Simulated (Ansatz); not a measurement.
Ideal-gas functions of `C[CH2][Sn][Cl]` at 500 K and 1 bar, from an Ansatz frequency run at PBE0-D4/def2-TZVP.

Molar mass 183.23 g/mol, point group C1 (symmetry number 1), electronic degeneracy 1, moments of inertia 164.188, 201.183, 344.46 u Å². Harmonic wavenumbers (cm⁻¹, unscaled): 31, 126, 170, 242, 336, 457, 625, 919, 954, 1024, 1199, 1250, 1402, 1436, 1492, 1500, 3029, 3033, 3080, 3091, 3121.

Use S(trans) = R[1.5 ln M + 2.5 ln T − 1.1517]; rotational temperatures θ = 24.2544 K / I; S(rot) = R[ln(√π/σ · √(T³/θAθBθC)) + 1.5]; for each mode x = 1.438777 ν̃/T, S = R[x/(eˣ − 1) − ln(1 − e⁻ˣ)] and H = RT x/(eˣ − 1); 1 cm⁻¹ = 0.0119627 kJ/mol; R = 8.31446 J/(mol·K).

**Question.** By hand: the entropy, in J/(mol·K).

**Answer.** Translation 184.6. Rotation: θ = 0.1477, 0.1206, 0.0704 K, giving 122.5. Vibration, mode by mode: 28.41, 16.80, 14.34, 11.49, 8.91, 6.61, 4.47, 2.29, 2.12, 1.81, 1.21, 1.07, 0.75, 0.69, 0.61, 0.60, 0.01, 0.01, 0.01, 0.01, 0.01, in all 102.2. Electronic 0.0. Sum 409.3 J/(mol·K).

**Question.** By hand: H − E and G − E in kJ/mol, counted from the electronic energy.

**Answer.** Zero-point energy ½ × 28517 × 0.0119627 = 170.6; thermal vibration 23.8; translation, rotation and pV give 4 RT = 16.6. H − E = 211.0 kJ/mol, and G − E = 211.0 − 500 × 409.3/1000 = 6.3 kJ/mol.

Vibration gives 25 % of the entropy, 45.2 J/(mol·K) of it from the modes under 150 cm⁻¹: soft modes count most, and the harmonic formula is weakest for them. The sum counts one conformer and one mirror image; others add a mixing term.
